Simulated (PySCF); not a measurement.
H₃O₄Si, SMILES O[Si]([O])(O)O, multiplicity 2. Atoms are numbered in the order given.

```xyz
8

O     -1.1966     0.8296     0.8691
Si    -0.0274     0.0143    -0.0080
O     -0.7851    -1.1167    -0.9287
O      0.8838     0.9177    -1.0370
O      0.9559    -0.5673     1.1878
H     -0.4662    -1.2026    -1.8355
H      1.4485     1.5996    -0.6554
H      0.5370    -1.1039     1.8725
```
Charge 0, spin multiplicity 2.

The structure is a stationary point at B3LYP-D3(BJ)/def2-SVP. The isomer is the one that the SMILES or the coordinates give; other isomers of the formula were not compared. Other conformers were not sampled.

Two levels are set side by side: PBE/pcH-1 (PySCF) and B3LYP/pcH-1 (PySCF). Contact hyperfine couplings, same geometry. Differences are taken from unrounded values.

```
quantity                        B3LYP
------------------------------  -----
A(iso) of 17O, atom O1 (MHz)    -39.7
A(iso) of 29Si, atom Si2 (MHz)   42.3
A(iso) of 17O, atom O3 (MHz)     -2.6
A(iso) of 17O, atom O4 (MHz)      1.1
A(iso) of 17O, atom O5 (MHz)     -2.7
A(iso) of 1H, atom H6 (MHz)      -1.5
A(iso) of 1H, atom H7 (MHz)      -0.2
A(iso) of 1H, atom H8 (MHz)      -4.9
```

**Question.** What does PBE give, and how far is it from B3LYP? (The exact figures need the calculation; the answer reports its results.)

**Answer.** 
| quantity | PBE | PBE minus B3LYP |
|---|---|---|
| A(iso) of 17O, atom O1 (MHz) | -20.7 | 19.1 |
| A(iso) of 29Si, atom Si2 (MHz) | 40.6 | -1.7 |
| A(iso) of 17O, atom O3 (MHz) | -1.7 | 0.9 |
| A(iso) of 17O, atom O4 (MHz) | 1.4 | 0.3 |
| A(iso) of 17O, atom O5 (MHz) | -1.9 | 0.8 |
| A(iso) of 1H, atom H6 (MHz) | -2.6 | -1.2 |
| A(iso) of 1H, atom H7 (MHz) | -0.5 | -0.3 |
| A(iso) of 1H, atom H8 (MHz) | -6.4 | -1.4 |

Rough cost on one machine, each run with all the roots and properties that it gave: B3LYP against PBE within a factor of 2.
